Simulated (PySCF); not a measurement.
Isomers of C7H3F3.

All values: wB97X-D/def2-SVPD (PySCF) at GFN2-xTB geometries, gas phase, one conformer each. Core orbitals are frozen in the response; Δα² is half the sum of the squared differences of the principal polarisabilities.

(1) Rank by dipole moment, highest first.
A. `C#CCC#CC(F)=C(F)F`
B. `C(C#C)(C#C)=CC(F)(F)F`
C. `C#C/C=C(\F)C#CC(F)F`
D. `[CH:1]#[C:2][C:3]#[C:4][CH2:5][C:6]([F:7])=[C:8]([F:9])[F:10]` with C4–C5–C6–F7 -78°
E. `C=C=C=CC#CC(F)(F)F`
F. `C(/F)(C#CC(F)F)=C\C#C`

(2) Rank by polarisability anisotropy Δα, highest first.
A. `[CH:1]#[C:2][C:3]#[C:4][CH2:5][C:6]([F:7])=[C:8]([F:9])[F:10]` with C4–C5–C6–F7 -78°
B. `C#C/C=C(/F)C#CC(F)F`
C. `C#C/C=C(\F)C#CC(F)F`
D. `C=C=C=CC#CC(F)(F)F`
E. `C#CC(C#C)=CC(F)(F)F`

(3) Rank by HOMO–LUMO gap, lowest first.
A. `C#C/C=C(/F)C#CC(F)F`
B. `C#CC(C#C)=CC(F)(F)F`
C. `[CH:1]#[C:2][C:3]#[C:4][CH2:5][C:6]([F:7])=[C:8]([F:9])[F:10]` with C4–C5–C6–F7 -78°
D. `C#CCC#CC(F)=C(F)F`
E. `C=C=C=CC#CC(F)(F)F`

## Answers

(1) E (4.24 D), B (2.60 D), A (2.26 D), D (1.61 D), C (1.13 D), F (0.92 D).

(2) D (18.88 Å³), C (16.66 Å³), A (11.15 Å³), B (8.64 Å³), E (7.22 Å³).

(3) E (7.83 eV), A (8.44 eV), B (8.74 eV), D (9.78 eV), C (10.04 eV).

All values together:

```csv
SMILES,μ (D),HOMO (eV),LUMO (eV),α (Å³),Δα (Å³)
C=C=C=CC#CC(F)(F)F,4.24,-9.01,-1.18,15.74,18.88
C#CC#CCC(F)=C(F)F,1.61,-9.25,0.79,13.26,11.15
C#CC(C#C)=CC(F)(F)F,2.60,-9.49,-0.75,12.67,7.22
C#CCC#CC(F)=C(F)F,2.26,-8.95,0.83,12.71,8.63
C#C/C=C(\F)C#CC(F)F,1.13,-9.05,-0.68,14.39,16.66
C#C/C=C(/F)C#CC(F)F,0.92,-9.05,-0.61,13.27,8.64
```

Conformers: `[CH:1]#[C:2][C:3]#[C:4][CH2:5][C:6]([F:7])=[C:8]([F:9])[F:10]` with C4–C5–C6–F7 -78°.
